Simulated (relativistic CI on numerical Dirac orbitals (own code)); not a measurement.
## Radial parameters of Hg LVI

Calculated at this level of theory: Dirac-Coulomb-Breit CI, orbitals from a KLI potential per configuration, a model potential for QED, unscaled Slater integrals (own radial code, finite nucleus).

Slater integrals F^k, G^k are unscaled and averaged over j, outside the closed core [Ne]; ζ comes from projecting the Hamiltonian with its Breit term on Σ l·s of the shell.

- 3s2 3p6 3d7: F^2(3d,3d) = 653510, F^4(3d,3d) = 421940, ζ(3d) = 324210 cm⁻¹; <r>(3d) = 0.1562, <r^2>(3d) = 0.02828 (bohr units).
- 3s2 3p5 3d8: ζ(3p) = 2.5073e+06, F^2(3d,3d) = 652660, F^4(3d,3d) = 421370, F^2(3p,3d) = 567450, G^1(3p,3d) = 605650, G^3(3p,3d) = 403440, ζ(3d) = 321920 cm⁻¹; <r>(3p) = 0.1735, <r^2>(3p) = 0.03493, <r>(3d) = 0.1563, <r^2>(3d) = 0.02834 (bohr units).
- 3s2 3p4 3d9: F^2(3p,3p) = 561710, ζ(3p) = 2.5062e+06, F^2(3p,3d) = 567050, G^1(3p,3d) = 605670, G^3(3p,3d) = 403320, ζ(3d) = 319650 cm⁻¹; <r>(3p) = 0.1736, <r^2>(3p) = 0.03498, <r>(3d) = 0.1565, <r^2>(3d) = 0.02841 (bohr units).

Task: Give the Racah parameters of the d shell in 3s2 3p6 3d7.

Result: B = F²/49 − 5F⁴/441 = 8553 cm⁻¹ and C = 35F⁴/441 = 33488 cm⁻¹.

Averages of the first 10 configurations, taken without configuration mixing, which lowers the lowest level and can move excited configurations by several eV; other configurations of the list can lie among them:

```json
{"Configuration": "3s2 3p6 3d7", "Parity": "even", "States": "120", "Average energy above the lowest level (eV)": "134.2"}
{"Configuration": "3s2 3p5 3d8", "Parity": "odd", "States": "270", "Average energy above the lowest level (eV)": "747.7"}
{"Configuration": "3s2 3p4 3d9", "Parity": "even", "States": "150", "Average energy above the lowest level (eV)": "1370.3"}
{"Configuration": "3s 3p6 3d8", "Parity": "even", "States": "90", "Average energy above the lowest level (eV)": "1325.4"}
{"Configuration": "3p6 3d9", "Parity": "even", "States": "10", "Average energy above the lowest level (eV)": "2528.9"}
{"Configuration": "3s 3p5 3d9", "Parity": "odd", "States": "120", "Average energy above the lowest level (eV)": "1937.1"}
{"Configuration": "3s2 3p6 3d6 4s", "Parity": "even", "States": "420", "Average energy above the lowest level (eV)": "2268.6"}
{"Configuration": "3s2 3p6 3d6 4p", "Parity": "odd", "States": "1260", "Average energy above the lowest level (eV)": "2488.0"}
{"Configuration": "3s2 3p4 3d8 4s", "Parity": "even", "States": "1350", "Average energy above the lowest level (eV)": "3483.5"}
{"Configuration": "3s2 3p6 3d6 4d", "Parity": "even", "States": "2100", "Average energy above the lowest level (eV)": "2722.4"}
```
